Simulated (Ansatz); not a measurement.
Correlation energies of C2H6BGaO, SMILES `B[CH2][Ga]1[CH2][O]1` by basis set

```xyz
11

B    -1.267    0.883   -0.114
C    -1.031    0.225    1.244
Ga    0.682   -0.789    0.911
C     1.710   -0.760   -1.015
O     0.747   -0.005   -1.330
H    -1.944    0.336   -0.935
H    -0.851    1.984   -0.328
H    -1.710   -0.571    1.564
H    -0.760    0.861    2.092
H     1.722   -1.820   -1.316
H     2.701   -0.344   -0.772
```

The species carries charge 0 and has multiplicity 1. Correlated methods include outer-core shells of Ga, which these sets cover unevenly. Scalar relativity is left out up to krypton. Geometry: relaxed with PBE0-D4/def2-TZVP. It is one conformer, not always the lowest. Frozen core, restricted reference, Ansatz 0.2.0.

```tsv
basis	HF (Eh)	MP2 corr.	CCSD corr.	(T)	CCSD(T) total
def2-SVP	-2101.55662	-0.76718	-0.79829	-0.03092	-2102.38583
def2-TZVPP	-2102.01589	-0.91321	-0.93652	-0.04483	-2102.99724
def2-QZVPP	-2102.06403	-1.20925	–	–	–
```
